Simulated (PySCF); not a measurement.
Species: C3H12NSi3 (charge -1).
Cartesian coordinates in Å at the GFN2-xTB level; atoms count from 1:
```
atom  x, y, z in Å
C1     2.1691    1.1173   -0.6046
C2     2.1635   -0.0242    0.0757
C3     1.4101   -1.2256   -0.2739
Si4   -0.1832   -1.4572    0.8776
N5    -1.3281   -0.2515    0.1300
Si6   -1.8395    0.0470   -1.4540
Si7   -1.3699    0.7890    1.4957
H8     2.6863    1.9991   -0.2550
H9     1.6209    1.2232   -1.5274
H10    2.7147   -0.0773    1.0113
H11    1.0915   -1.1936   -1.3173
H12    2.0145   -2.1220   -0.1157
H13   -0.6953   -2.6979    0.1585
H14   -1.9132   -1.2189   -2.2024
H15   -0.9958    0.9740   -2.2481
H16   -3.1934    0.6476   -1.4538
H17   -2.0470    0.1284    2.6204
H18   -0.0893    1.3737    1.9089
H19   -2.2254    1.9781    1.1819
```

Computed geometry: GFN2-xTB, gas phase.

Take the most abundant isotopes and a rigid rotor. The values belong to one conformer with, in the numbering `[CH2:1]=[CH:2][CH2:3][SiH-:4][N:5]([SiH3:6])[SiH3:7]`, C1–C2–C3–Si4 -104°, C2–C3–Si4–N5 78°, C3–Si4–N5–Si6 50°.

Q: What are A, B and C (cm⁻¹)?

A: Ia = 309.52, Ib = 477.34, Ic = 521.37 u·Å²; 505379 MHz·u·Å²/I gives 1633, 1059 and 969.3 MHz, that is A = 0.05446, B = 0.03532, C = 0.03233 cm⁻¹.

Q: What kind of rotor is it?

A: An asymmetric top: κ = (2 × 1059 − 1633 − 969.3)/(1633 − 969.3) = -0.73.

Q: Is it planar, by Δ = Ic − Ia − Ib?

A: Not planar: Δ = Ic − Ia − Ib = -265.49 u·Å². For a rigid frame Δ = −2 Σ m c², so Σ m c² = 132.74 u·Å² lies off the ab plane: 28.57 from hydrogen and 104.18 from heavier atoms. The atom farthest from that plane is 2.57 Å away.

Q: Estimate the classical rotational partition function at 10 K, 100 K and 200 K.

A: Point group C1, symmetry number σ = 1; q = (√π/σ)·√((kT/h)³/(ABC)), k/h = 20836.6 MHz/K: 4120 at 10 K, 130000 at 100 K, 368000 at 200 K.

No GFN2-xTB frequencies stand behind this structure, so it isn't proved a minimum. Constants of a rigid frame at the computed geometry: no zero-point averaging, no centrifugal distortion.
